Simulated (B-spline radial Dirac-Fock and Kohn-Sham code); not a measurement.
Dipole and non-dipole photoemission parameters of Sm 4d3/2

System: the Sm atom, configuration [Xe] 4f6 6s2; threshold 129.0 eV (tabulated edge). Level of theory: Dirac-Hartree-Slater photoionisation with a Latter tail; cross sections with all multipoles, angular parameters from the dipole term and its interference with E2; a radial B-spline solver.

The run's input, task.json:

```json
{"items": [{
  "Z": 62,
  "q": 0,
  "cfg": [[1, 0, 2], [2, 0, 2], [2, 1, 6], [3, 0, 2], [3, 1, 6], [3, 2, 10], [4, 0, 2], [4, 1, 6], [4, 2, 10], [4, 3, 6], [5, 0, 2], [5, 1, 6], [6, 0, 2]],
  "A": 152,
  "rrms": 5.0819,
  "do": "xps",
  "hv": [98.4, 100, 101.0, 107.0, 114.0, 117.0, 144.0, 162.0, 177.0, 182.0, 186.0, 256.0, 300, 370.0, 400, 600, 646.0, 1980.0, 2640.0, 3260.0, 4000, 4500.0, 4940.0, 6000, 6650.0, 7020.0, 8047.8, 9930.0, 13500.0, 15000],
  "edges": {"K": 46834.0, "L1": 7737.0, "L2": 7312.0, "L3": 6716.0, "M1": 1723.0, "M2": 1541.0, "M3": 1419.8, "M4": 1110.9, "M5": 1083.4, "N1": 347.2, "N2": 265.6, "N3": 247.4, "N4": 129.0, "N5": 129.0}
}]}
```

Run with: `python xray2_run.py task.json out`

For linearly polarised light dσ/dΩ = σ/(4π) [1 + β P₂(cos θ) + (δ + γ cos²θ) sin θ cos φ], with θ from the polarisation vector and φ the angle between the beam and the projection of the electron momentum on the plane normal to the polarisation.

| hν (eV) | σ (kb) | β | γ | δ |
| --- | --- | --- | --- | --- |
| 144 | 706 | -0.081 | 0.007 | 0.000 |
| 162 | 377 | 1.138 | 0.005 | -0.005 |
| 177 | 215 | 1.206 | -0.111 | 0.016 |
| 182 | 186 | 1.011 | -0.178 | 0.033 |
| 186 | 169 | 0.792 | -0.236 | 0.050 |
| 256 | 215 | -0.778 | -0.155 | 0.139 |
| 300 | 276 | -0.283 | 0.038 | 0.093 |
| 370 | 313 | 0.240 | 0.135 | 0.044 |
| 400 | 313 | 0.391 | 0.138 | 0.031 |
| 600 | 239 | 0.921 | 0.038 | 0.002 |
| 646 | 220 | 0.986 | 0.017 | 0.001 |
| 1980 | 25.8 | 1.365 | 0.196 | 0.037 |
| 2640 | 12.3 | 1.344 | 0.395 | 0.053 |
| 3260 | 6.90 | 1.309 | 0.566 | 0.068 |
| 4000 | ? | ? | ? | ? |
| 4500 | 2.69 | 1.228 | 0.854 | 0.097 |
| 4940 | 2.03 | 1.199 | 0.941 | 0.108 |
| 6000 | 1.10 | 1.135 | 1.126 | 0.133 |
| 6650 | 0.792 | 1.099 | 1.225 | 0.149 |
| 7020 | 0.664 | 1.079 | 1.278 | 0.158 |
| 8047.8 | 0.422 | 1.028 | 1.409 | 0.184 |
| 9930 | 0.206 | 0.945 | 1.604 | 0.231 |
| 13500 | 0.0694 | 0.820 | 1.863 | 0.317 |
| 15000 | 0.0473 | 0.776 | 1.945 | 0.352 |

Task: Give the values at 4000 eV.

Result: σ = 3.83 kb, β = 1.260, γ = 0.746, δ = 0.085.

Values without a named source are computed, but for edge energies of neutral atoms, which are taken from tables.
